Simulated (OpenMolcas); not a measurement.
Computed levels of 4d2 in ions with 38 electrons, in cm-1 above 3F2.

```json
{
  "Program": "OpenMolcas",
  "Method": "SS-CASPT2, IPEA 0.25 Eh, imaginary shift 0.1 Eh",
  "Basis": "ANO-RCC-VTZP",
  "Scalar Hamiltonian": "DKH2, point nucleus",
  "Spin-orbit coupling": "RASSI with atomic mean-field integrals over the reference wave functions, term energies averaged over their components"
}
```

Active space for each ion: 2 electrons in 5 orbitals (4d); closed shells correlated by CASPT2: 4s 4p.

```
Level   Zr2+   Nb3+   Tc5+   Ru6+   Rh7+
  3F3    697   1090   2090   2750   3540
  3F4   1511   2350   4400   5700   7250
  1D2   5470   8040  11730  13170  15100
  3P0   8550  10180  13180  14360  16020
  3P1   8820  10620  14070  15560  17630
  3P2   9330  11530  16110  18350  21340
  1G4  11670  14380  19220  21700  24510
  1S0  24070  31710  43360  48590  54090
```

Q: Estimate 3F4, 1D2, 3P0 for Mo4+ from its neighbours Nb3+ and Tc5+.

A: 3F4 is fine structure, which grows about as the fourth power of a screened charge, so the fourth roots are averaged: ((2350^0.25 + 4400^0.25) / 2)^4 = 3255. The calculation gives 3260, so the estimate is off by -0.2 %; the measured value is 3357 (Sugar and Musgrove, J. Phys. Chem. Ref. Data 17, 155 (1988)).
1D2 is another term, which grows about linearly with the charge: (8040 + 11730) / 2 = 9885. The calculation gives 10070, so the estimate is off by -1.8 %; the measured value is 10190 (Sugar and Musgrove, J. Phys. Chem. Ref. Data 17, 155 (1988)).
3P0 is another term, which grows about linearly with the charge: (10180 + 13180) / 2 = 11680. The calculation gives 11770, so the estimate is off by -0.8 %; the measured value is 11161 (Sugar and Musgrove, J. Phys. Chem. Ref. Data 17, 155 (1988)).

Mixed levels, with the weight of the term that names them: Ru6+ 1D2 (74 %), Rh7+ 1D2 (69 %), Rh7+ 3P2 (72 %).

CASPT2 does not keep the components of a term degenerate, so their means are used; among the terms shown or strongly mixed into the levels shown the widest spread is 750 cm-1 (4d2 1G, Rh7+). Levels of configurations with an s electron are missing; early in the row they begin among the upper levels of the d shell and mix with terms of their name (holds for Zr2+). Measured partners are found by configuration, term and J. A level has none where our copy of the source lacks it or the pairing is in doubt (some pairs that miss far off the trend of their configuration count as doubtful), and it then counts in no deviation. Only configurations of the active space appear.
